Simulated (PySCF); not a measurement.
CH₈BNO₂Si, SMILES B(O)(N[SiH2]C)O.

Geometry optimised at r2SCAN-D4/def2-SVP. This is a generated structure with no PubChem entry under its InChIKey; it may be hypothetical. The values are those of a single conformer.

Two levels are set side by side: TDDFT-PBE/def2-SVPD (PySCF) and TDDFT-PBE0/def2-SVPD (PySCF). Vertical, same geometry. The lowest singlet is HOMO→LUMO 100 % with PBE and HOMO→LUMO 97 % with the other functional; states are paired by order. Differences are taken from unrounded values.

| quantity | TDDFT-PBE0 |
|---|---|
| lowest singlet excitation (eV) | 6.31 |
| lowest triplet excitation (TDA) (eV) | 6.09 |

Q: What does TDDFT-PBE give, and how far is it from TDDFT-PBE0? (Estimate from the structure and the level; the computed values follow.)

A: 
| quantity | TDDFT-PBE | TDDFT-PBE minus TDDFT-PBE0 |
|---|---|---|
| lowest singlet excitation (eV) | 5.51 | -0.80 |
| lowest triplet excitation (TDA) (eV) | 5.36 | -0.74 |

Functionals without exact exchange tend to place singlet excitations lower, as here. Differences between two approximate levels are no errors against the true value.

Rough cost on one machine, each run with all the roots and properties that it gave: TDDFT-PBE0 against TDDFT-PBE about 4 times.
